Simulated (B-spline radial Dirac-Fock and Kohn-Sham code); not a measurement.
Form factor and incoherent scattering function of Re

System: neutral rhenium, [Xe] 4f14 5d6 6s1 (an excited configuration).

The run's input, task.json:

```json
{"items": [{
  "Z": 75,
  "q": 0,
  "cfg": [[1, 0, 2], [2, 0, 2], [2, 1, 6], [3, 0, 2], [3, 1, 6], [3, 2, 10], [4, 0, 2], [4, 1, 6], [4, 2, 10], [4, 3, 14], [5, 0, 2], [5, 1, 6], [5, 2, 6], [6, 0, 1]],
  "A": 187,
  "rrms": 5.3698,
  "do": ["scatter"],
  "s": [0.0, 0.05, 0.1, 0.15, 0.2, 0.25, 0.3, 0.35, 0.4, 0.45, 0.5, 0.6, 0.7, 0.8, 0.9, 1.0, 1.1, 1.2, 1.4, 1.6, 1.8, 2.0, 2.5, 3.0, 3.5, 4.0, 5.0, 6.0],
  "pz": [0, 0.1, 0.2, 0.3, 0.4, 0.5, 0.6, 0.8, 1.0, 1.2, 1.4, 1.6, 1.8, 2.0, 2.5, 3.0, 4.0, 5.0, 7.0, 10.0, 15.0, 20.0, 30.0, 40.0, 60.0, 100.0],
  "hv_scatter": [1000, 2000, 5000, 17479.3, 50000, 200000, 500000, 1000000]
}]}
```

Run with: `python xray_run.py task.json out`

Calculated with a radial atomic solver, using Dirac-Fock densities. f₀ is the Fourier transform of the spherical electron density, S the Waller-Hartree incoherent function, and s = sin θ/λ. The electron scattering factor follows from the Mott-Bethe formula f_e = 0.023934 Å⁻¹·(Z − f₀)/s².

```
s (Å⁻¹)      f₀       S  f_e (Å)
      0  75.000   0.000        –
   0.05  73.845   1.493   11.054
    0.1  70.948   4.428    9.699
   0.15  67.294   7.251    8.197
    0.2  63.492   9.850    6.886
   0.25  59.781  12.333    5.828
    0.3  56.249  14.724    4.986
   0.35  52.935  17.025    4.311
    0.4  49.852  19.231    3.762
   0.45  46.999  21.328    3.310
    0.5  44.362  23.297    2.933
    0.6  39.659  26.813    2.350
    0.7  35.581  29.821    1.925
    0.8  32.008  32.468    1.608
    0.9  28.875  34.879    1.363
      1  26.152  37.114    1.169
    1.1  23.820  39.204    1.012
    1.2  21.852  41.168    0.883
    1.4  18.859  44.780    0.686
    1.6  16.799  48.014    0.544
    1.8  15.292  50.854    0.441
      2  14.057  53.283    0.365
    2.5  11.320  57.818    0.244
      3   8.911  60.920    0.176
    3.5   7.102  63.239    0.133
      4   5.927  65.069    0.103
      5   4.713  67.763    0.067
      6   3.966  69.611    0.047
```

f₀ starts at the number of electrons, 75, and has fallen to half at s ≈ 0.65 Å⁻¹. The sum of ⟨r²⟩ over the electrons is 65.93 bohr². It fixes the forward electron scattering factor, f_e(0) = (a₀/3)Σ⟨r²⟩ = 11.629 Å.
